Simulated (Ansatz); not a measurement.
```xyz
13

F     1.028    1.366    2.475
Si   -0.289    1.074    1.662
F    -0.925    2.464    1.278
F    -1.270    0.294    2.617
B     0.000    0.001    0.000
Si    1.839   -0.609   -0.490
F     2.412   -1.514    0.667
F     2.769    0.650   -0.679
F     1.905   -1.447   -1.822
Si   -1.551   -0.465   -1.172
F    -1.672   -2.033   -1.272
F    -2.935    0.083   -0.655
F    -1.312    0.135   -2.609
```

The species carries charge 0 and has multiplicity 1.

Task: List the PBE0/def2-TZVPP orbital energies in eV (Ansatz 0.2.0). (Estimate.)

Result: Ansatz gave: Occupied: -1805.84, -1805.84, -1805.84, -675.06, -675.06, -675.06, -675.06, -675.06, -675.06, -674.96, -674.96, -674.96, -187.10, -147.90, -147.90, -147.90, -102.61, -102.61, -102.61, -102.60, -102.60, -102.60, -102.53, -102.53, -102.53, -34.98, -34.97, -34.97, -34.28, -34.28, -34.28, -34.20, -34.20, -34.19, -18.02, -17.20, -17.20, -15.82, -15.28, -15.25, -15.25, -15.24, -15.24, -15.16, -14.57, -14.57, -13.85, -13.84, -13.84, -13.80, -13.80, -13.80, -13.30, -13.20, -13.20, -13.19, -13.19, -13.19, -13.01, -12.71, -12.68, -12.68, -10.14, -10.14. Lowest empty: -5.02, 0.11, 0.11, 0.31, 1.20, 1.20, 1.27, 1.27.
